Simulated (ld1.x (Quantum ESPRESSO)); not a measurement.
## Varying the PAW potential for boron (B)

Base potential:

ld1.x (Quantum ESPRESSO) 7.5 input, shortened:

```
&input
   title='B', zed=5., rel=0, dft='PBE', iswitch=3,
   config='[He] 2s2 2p0 3d-2'
 /
 &inputp
   pseudotype=3, lpaw=.true., tm=.true., lloc=-2, rcloc=1.70,
   nlcc=.true., new_core_ps=.true., rcore=1.00,
   which_augfun='BESSEL', rmatch_augfun=1.40
 /
6
2S  1  0   2.00   0.00  1.25  1.55  0.0
2S  1  0   0.00  -0.85  1.25  1.55  0.0
2P  2  1   0.00   0.00  1.50  1.95  0.0
2P  2  1   0.00  -0.40  1.50  1.95  0.0
3D  3  2  -2.00   0.05  1.35  1.70  0.0
3D  3  2  -2.00   2.75  1.35  1.70  0.0
 &test
   configts(1)='2s2 2p0'
 /
```

Cutoffs, loose and tight: the cutoffs (Ry, on a coarse ladder) from which the occupation-weighted sum of valence levels, in a spherical-Bessel basis at the reference potential, stays within 10 and 1 mRy of its value at 400 Ry. They do not see the model core or the augmentation charge, which bear on the density cutoff. Test errors are all-electron minus pseudo excitation energies from the reference, over the configurations 2s2 2p1; 2s1 2p0; 2s2 2p0.5; 2s1 2p1; 2s2 2p1.3; 2s0 2p3; 2s1 2p2. A dash means not determined; rows that change the core or the reference have their own tests.

For the base: The cutoffs count occupied waves only; the empty 2p level needs 15 Ry at the loose tolerance.

```csv
change,outcome,"cutoff, loose","cutoff, tight",bound ghosts,largest test error (meV)
base,generated,6 Ry,10 Ry,none,-2.6
"all radii but the core radius scaled by about 0.77 (s 1.20, p 1.50, d 1.30 bohr, rcut 0.96/1.16/1.04); local potential all-electron potential smoothed inside 1.30 bohr (lloc = -2); augmentation BESSEL, radius 1.08 bohr",generated,18 Ry,30 Ry,none,-3.4
"all radii but the core radius scaled by about 0.94 (s 1.46, p 1.82, d 1.60 bohr, rcut 1.18/1.40/1.26); local potential all-electron potential smoothed inside 1.60 bohr (lloc = -2); augmentation BESSEL, radius 1.32 bohr",generated,6 Ry,15 Ry,none,-2.8
"all radii but the core radius scaled by about 1.11 (s 1.72, p 2.16, d 1.88 bohr, rcut 1.38/1.66/1.50); local potential all-electron potential smoothed inside 1.88 bohr (lloc = -2); augmentation BESSEL, radius 1.54 bohr",generated,6 Ry,8 Ry,none,-2.1
"all radii but the core radius scaled by about 1.21 (s 1.88, p 2.36, d 2.06 bohr, rcut 1.52/1.82/1.64); local potential all-electron potential smoothed inside 2.06 bohr (lloc = -2); augmentation BESSEL, radius 1.70 bohr",generated,8 Ry,12 Ry,none,-1.3
"all radii but the core radius scaled by about 1.30 (s 2.02, p 2.54, d 2.22 bohr, rcut 1.64/1.96/1.76); local potential all-electron potential smoothed inside 2.22 bohr (lloc = -2); augmentation BESSEL, radius 1.82 bohr",generated,8 Ry,10 Ry,none,-1.6
"all radii but the core radius scaled by about 1.40 (s 2.16, p 2.72, d 2.38 bohr, rcut 1.74/2.10/1.88); local potential all-electron potential smoothed inside 2.38 bohr (lloc = -2); augmentation BESSEL, radius 1.96 bohr",generated,8 Ry,10 Ry,none,-2.5
```

(1) What comes out with this change to the base: all radii but the core radius scaled by about 0.83 (s 1.30, p 1.62, d 1.42 bohr, rcut 1.04/1.26/1.12); local potential all-electron potential smoothed inside 1.42 bohr (lloc = -2); augmentation BESSEL, radius 1.16 bohr?

## Answers

(1) outcome: generated; cutoff, loose: 15 Ry; cutoff, tight: 21 Ry; bound ghosts: none; largest test error (meV): -3.2.

Reading the sweep of the scale of all radii but the core radius (base = 1) (base included, trends over the rows without a ghost): The loose cutoff is not monotonic: lowest 6 Ry at 0.94, highest 18 Ry at 0.77. The median size of the test errors (rows with all tests solved) stays near 0.2 meV.
